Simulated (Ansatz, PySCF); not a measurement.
Si(Cl)(Me)(OH)(NH2) (CH₆ClNOSi), SMILES C[Si](N)(O)Cl. Atoms are numbered in the order given.

```xyz
11

C      1.6902    -0.8557    -0.5117
Si     0.0720     0.0353    -0.3300
N     -1.0913    -0.6745    -1.3771
O      0.1488     1.6623    -0.6434
Cl    -0.4550    -0.0392     1.6793
H      1.6044    -1.9034    -0.1847
H      2.4555    -0.3711     0.1125
H      2.0353    -0.8434    -1.5572
H     -2.0562    -0.3629    -1.3286
H     -1.0535    -1.6754    -1.5385
H      0.0487     1.8868    -1.5737
```
Charge 0, spin multiplicity 1.

Coordinates come from a PBE0-D3(BJ)/def2-SVP optimisation. This is a generated structure with no PubChem entry under its InChIKey; it may be hypothetical. Other conformers were not sampled.

Vertical ionisation energy (IE) and electron affinity (EA) in eV. Rows of orbital energies are one-electron estimates. Where ΔSCF, EOM or ADC give a negative EA the extra electron is unbound and the value depends on the basis.

```csv
level,IE,EA
"−ε(HOMO), −ε(LUMO), PBE0/def2-TZVP (PySCF)",7.88,-0.55
"−ε(HOMO), −ε(LUMO), PBE/def2-TZVP (PySCF)",6.41,0.29
"ΔSCF, PBE0/def2-SVPD (Ansatz), final states of multiplicity 2 and 2",10.14,-1.10
"ΔSCF, PBE/def2-SVPD (Ansatz), final states of multiplicity 2 and 2",9.75,-0.90
```

Q: What vertical singlet–triplet gap does ΔSCF give with PBE0/def2-SVPD (Ansatz, an electronic-structure program) and with PBE/def2-SVPD (Ansatz)? (Estimate from the structure and the level; the computed values follow.)

A: 6.49 and 6.15 eV (triplet above singlet where positive).
